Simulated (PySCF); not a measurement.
**Computed properties of Pb(NH2)(SH) (H3NPbS), SMILES [NH2][Pb][SH]**

H3NPbS, SMILES [NH2][Pb][SH] (connectivity only; charge and spin as stated), neutral, multiplicity 1. Coordinates come from a r2SCAN-D4/def2-SVP optimisation. The def2 effective core potentials stand for the cores of Pb; spin–orbit coupling is left out. Other conformers were not sampled. All values are computed for the isolated molecule unless a solvent is named; none is compared with measurement here.

**Structure.** The optimised structure has Cs symmetry. All 12 harmonic modes at r2SCAN-D4/def2-SVP (PySCF) are real, so it is a minimum. With heavy atoms numbered as in [Pb:1]([NH2:2])[SH:5], the shortest bond between them is Pb1–N2 at 2.135 Å and the longest Pb1–S5 at 2.574 Å.

**Vibrations.** The strongest infrared lines (harmonic, unscaled, degenerate partners summed) lie at 266 cm⁻¹ (208 km/mol, H 91 %, N 8 %), 547 cm⁻¹ (51 km/mol, N 74 %, H 20 %), 296 cm⁻¹ (32 km/mol, S 83 %, Pb 14 %). The softest mode is at 128 cm⁻¹ and the zero-point energy is 20.7 kcal/mol.

**Electronic structure.** r2SCAN/def2-TZVPD (PySCF) places the frontier levels at -5.77 and -2.50 eV, a gap of 3.27 eV, and gives a dipole moment of 2.97 D and a mean polarisability of 83.0 bohr³.

**Excitations.** TDA-M06-2X/def2-SVPD (PySCF) has S1 at 4.16 eV (298 nm, f = 0.021, weak); the most intense of the 10 singlets computed lies at 6.37 eV (f = 0.33). T1 (TDA) is at 3.38 eV, 0.78 eV under S1. No vertical singlet excitation falls in the visible range (under 3.1 eV).
